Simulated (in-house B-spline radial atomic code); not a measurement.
Successive ionisation energies of thulium; each step leads to the configuration of the next row (after the last: [Kr] 4d6). Dirac energy differences include first-order Breit, QED and recoil terms. NIST's values go from ground level to ground level; the uncertainty of those that are theory runs from under 0.1 % in few-electron ions to several per cent in heavy many-electron ones. Computed with an all-electron radial atomic-structure program (B-spline basis): Dirac-Hartree-Fock, average of the configuration, finite nuclei.

```csv
ion,configuration,ionisation energy (eV),tabulated value (eV),tabulated kind,computed minus tabulated (eV),highest orbital,largest mean radius (bohr)
Tm18+,[Kr] 4d10 4f5,441.1,460,tabulated theory,-18.9,4f7/2,0.55299
Tm19+,[Kr] 4d10 4f4,?,?,tabulated theory,?,?,?
Tm20+,[Kr] 4d10 4f3,521.9,530,tabulated theory,-8.1,4f7/2,0.53065
Tm21+,[Kr] 4d10 4f2,564.1,570,tabulated theory,-5.9,4f7/2,0.52169
Tm22+,[Kr] 4d10 4f1,607.5,603,tabulated theory,4.5,4f7/2,0.5165
Tm23+,[Kr] 4d10,829.3,825,tabulated theory,4.3,4d5/2,0.51134
Tm24+,[Kr] 4d9,873.1,866,tabulated theory,7.1,4d5/2,0.50607
Tm25+,[Kr] 4d8,?,?,tabulated theory,?,?,?
Tm26+,[Kr] 4d7,962.8,958,tabulated theory,4.8,4d5/2,0.49647
```

Problem. Fill in the row of Tm19+.

Solution. ionisation energy (eV): 480.9; tabulated value (eV): 496; computed minus tabulated (eV): -15.1; highest orbital: 4f7/2; largest mean radius (bohr): 0.54148.

Problem. Fill in the row of Tm25+.

Solution. ionisation energy (eV): 917.6; tabulated value (eV): 911; computed minus tabulated (eV): 6.6; highest orbital: 4d5/2; largest mean radius (bohr): 0.50121.

Where a p, d or f electron is removed, the computed value is a mean over both j, so it misses the tabulated one by a part of the spin-orbit splitting; averaging over terms and missing correlation add to the gap, relatively most at low charge.
